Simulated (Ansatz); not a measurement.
Stepwise reaction of `[OH][GaH2]` with water, as a gas-phase model of exchange steps in deposition or etching. ΔE in kJ/mol; ΔG adds harmonic PBE0-D4 terms to CCSD(T)/CBS, at 1 bar.

Gas-phase electronic energies from Ansatz, PBE0-D4/def2-TZVP geometries. CCSD(T)/CBS adds triple-zeta CCSD(T) − MP2 to the extrapolated MP2 energy (def2 sets, frozen cores). This one scheme is used for every species. DFT in def2-TZVPP. B3LYP here is the variant with VWN-RPA as its local correlation; programs differ in this. For Ga outer-core shells are correlated without core-valence functions, which leaves a few kJ/mol of doubt a bond. Scalar relativity is left out up to krypton. One conformer a species, not always the lowest.

| step | reaction | PBE-D4 | B3LYP-D4 | ωB97M-V | CCSD(T)/CBS | ΔG(600 K) |
| --- | --- | --- | --- | --- | --- | --- |
| 2 | `[OH][GaH][OH]` + H₂O → `[OH][Ga]([OH])[OH]` + H₂ | -26.4 | -29.1 | -27.1 | -30.1 | -20.0 |

Question: Give the row of step 1, `[OH][GaH2]` + H₂O → `[OH][GaH][OH]` + H₂. (An estimate is asked.)

Answer: The calculation gave: 
```csv
step,reaction,PBE-D4,B3LYP-D4,ωB97M-V,CCSD(T)/CBS,ΔG(600 K)
1,`[OH][GaH2]` + H₂O → `[OH][GaH][OH]` + H₂,-43.9,-45.5,-43.3,-46.7,-41.2
```

Question: By hand: ΔE of the 2 steps together at CCSD(T)/CBS.

Answer: (-46.7) + (-30.1) = -76.8 kJ/mol, or -38.4 kJ/mol a step.

In ΔE each step is higher than the one before. All are downhill at CCSD(T)/CBS. ΔG lies between -41.2 and -20.0 kJ/mol a step. PBE-D4 differs from CCSD(T)/CBS by 2.8 to 3.7 kJ/mol a step. Isolated molecules leave out the surface, adducts and barriers. Largest T1 diagnostic: 0.015.
